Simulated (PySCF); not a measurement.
A PySCF script (with the pyscf-properties extension) for the NMR shieldings of C2H9AlB2S2, on a GFN2-xTB geometry:

```python
import basis_set_exchange as bse
import numpy as np
from pyscf import gto, dft
from pyscf.prop import nmr

atoms = """
B    -2.354822    0.831869    0.655563
C    -2.720491   -0.475177   -0.094486
S    -1.493745   -0.881107    1.209562
Al   -0.009664    0.169968   -0.137287
S     1.603450    1.675548    0.367388
C     2.657674    0.678161   -0.757424
B     2.442324   -0.125670    0.550804
H    -1.491099    1.523306    0.090570
H    -3.030079    1.330395    1.466032
H    -3.641463   -1.007755    0.104427
H    -2.348845   -0.698419   -1.094724
H    -0.114460   -0.194517   -1.619588
H     3.575989    1.215628   -0.954823
H     2.145581    0.425580   -1.686039
H     1.535088   -0.973194    0.488464
H     3.236964   -0.218189    1.400151
"""
names = dict.fromkeys(["B", "C", "S", "Al", "H"], "pcSseg-1")
basis = {el: gto.basis.parse(bse.get_basis(n, elements=[el], fmt="nwchem")) for el, n in names.items()}
mol = gto.M(atom=atoms, basis=basis, charge=0, verbose=0)
mf = dft.RKS(mol, xc="PBE0")
mf.grids.level = 2
mf.grids.alignment = dft.numint.BLKSIZE   # the property module wants whole blocks of grid points
mf.conv_tol = 1e-9
mf.kernel()

calc = nmr.RKS(mf)   # GIAO
C = mf.mo_coeff
Co = C[:, mf.mo_occ > 0]
resp = mf.gen_response(singlet=True, hermi=2)
def vind(x):   # induced exchange potential for any number of trial vectors
    d = np.einsum("pi,xij,qj->xpq", C, 2 * x.reshape(-1, C.shape[1], Co.shape[1]), Co, optimize=True)
    return np.einsum("xpq,pi,qj->xij", resp(d - d.transpose(0, 2, 1)), C, Co, optimize=True).ravel()
mo1, _ = nmr.rhf.solve_mo1(calc, with_cphf=vind)
sigma = calc.kernel(mo1)
for i, s in enumerate(sigma):   # ppm
    print("%2d %-2s %9.2f" % (i, mol.atom_pure_symbol(i), np.trace(s) / 3))
```

**Question.** What does it print?

**Answer.** 
```
 0 B     130.76
 1 C     169.04
 2 S     947.03
 3 Al    489.10
 4 S     947.39
 5 C     169.01
 6 B     130.73
 7 H      30.21
 8 H      29.25
 9 H      29.61
10 H      30.18
11 H      29.18
12 H      29.60
13 H      30.18
14 H      30.21
15 H      29.24
```

These numbers come from an equivalent density-fitted implementation of the same equations, which agrees with the script to about 0.01 ppm for H and up to a few tenths of a ppm for heavy atoms, so last digits may differ.

Size and cost of the density-fitted run: 185 basis functions, 33 s wall time on 1 thread of an Arm Neoverse V2, shared host; peak memory 0.83 GiB.
